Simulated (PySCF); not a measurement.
In(H)(SMe)2, SMILES C[S][InH][S]C (C2H7InS2), singlet (B3LYP/def2-SVP optimised geometry):

```
12

In    -0.040     0.134     0.000
H     -0.956    -1.340    -0.001
S     -1.111     2.303     0.000
C     -2.904     1.859    -0.007
H     -3.073     0.773    -0.018
H     -3.374     2.297    -0.900
H     -3.378     2.281     0.891
S      2.380     0.134     0.000
C      2.777    -1.670     0.009
H      1.878    -2.303     0.003
H      3.364    -1.900     0.909
H      3.378    -1.905    -0.881
```

Computed with B3LYP/def2-TZVP, def2 effective core potentials past Kr in PySCF 2.14.0.

Task: What are the frontier orbital energies and the dipole moment?

Result: HOMO-2 -7.43 eV, HOMO-1 -6.89 eV, HOMO -6.43 eV, LUMO -1.54 eV, LUMO+1 -1.33 eV; dipole moment 2.81 D.

On the same geometry PBE/def2-TZVP, def2 effective core potentials past Kr run with PySCF 2.14.0 gives HOMO-2 -6.56 eV, HOMO-1 -5.95 eV, HOMO -5.51 eV, LUMO -1.95 eV, LUMO+1 -1.88 eV; dipole moment 2.71 D.
